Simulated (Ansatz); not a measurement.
System: iminoborane, sum formula BNH₂, charge 0, multiplicity 1. 
Coordinates optimised at B3LYP-D3(BJ)/def2-TZVP (Ansatz, a quantum-chemistry and plane-wave program):
SMILES: B=N
```xyz
4

B      0.0000     0.0000    -0.6920
N      0.0000     0.0000     0.5409
H      0.0000     0.0000    -1.8589
H      0.0000     0.0000     1.5327
```
Charge 0, spin multiplicity 1.

Basis-set convergence of Hartree-Fock and MP2 correlation energies (hartree) with Ansatz. Cores are frozen in the correlated levels unless marked. No spin-orbit coupling. No relativistic terms.

```
basis        functions      E(HF)  E(corr, MP2)
-----------  ---------  ---------  ------------
aug-cc-pVDZ         64  -80.30738      -0.25881
aug-cc-pVTZ        138  -80.32748      -0.30890
aug-cc-pVQZ        252  -80.33285      -0.32715
```

Extrapolating the two largest sets (X = 3 and 4) as X^-3: E(corr) = (64·(-0.32715) - 27·(-0.30890))/37 = -0.3405 Eh, an estimate of the basis-set limit. The largest set recovers 96.1 % of it, the smallest 76.0 %.
